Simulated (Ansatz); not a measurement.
`C=C[SiH](C)O[SiH3]` and `C[SiH]([AlH2])O[SiH3]` differ in one atom or group.

Ansatz, PBE0-D4/def2-TZVP geometries, multiplicity 1. Each molecule was computed in one conformer, which needn't be the lowest.

```
                                        property  `C=C[SiH](C)O[SiH3]`
         HOMO–LUMO gap (ωB97M-V/def2-TZVPP) / eV                 11.73
size of the dipole moment (B3LYP/def2-TZVPP) / D                  0.74
           LUMO energy (ωB97M-V/def2-TZVPP) / eV                  1.62
              LUMO energy (PBE0/def2-TZVPP) / eV                 -0.41
             HOMO–LUMO gap (PBE/def2-TZVPP) / eV                  5.32
           HOMO energy (ωB97M-V/def2-TZVPP) / eV                -10.11
```

**Question.** What does the change do to each property? (An estimate is asked.)

**Answer.** The calculation gave: 
| property | `C[SiH]([AlH2])O[SiH3]` | shift |
| --- | --- | --- |
| HOMO–LUMO gap (ωB97M-V/def2-TZVPP) / eV | 8.69 | -3.04 |
| size of the dipole moment (B3LYP/def2-TZVPP) / D | 0.87 | 0.13 |
| LUMO energy (ωB97M-V/def2-TZVPP) / eV | -0.42 | -2.04 |
| LUMO energy (PBE0/def2-TZVPP) / eV | -2.03 | -1.62 |
| HOMO–LUMO gap (PBE/def2-TZVPP) / eV | 3.21 | -2.11 |
| HOMO energy (ωB97M-V/def2-TZVPP) / eV | -9.11 | 1.00 |

With PBE0 the HOMO rises by 0.77 eV and the LUMO falls by 1.62 eV, so the gap narrows by about 2.39 eV. PBE moves the HOMO by 0.73 eV and ωB97M-V by 1.00 eV. Dipoles are sizes alone; their direction can turn.

B3LYP here is the variant with VWN-RPA as its local correlation; programs differ in this.
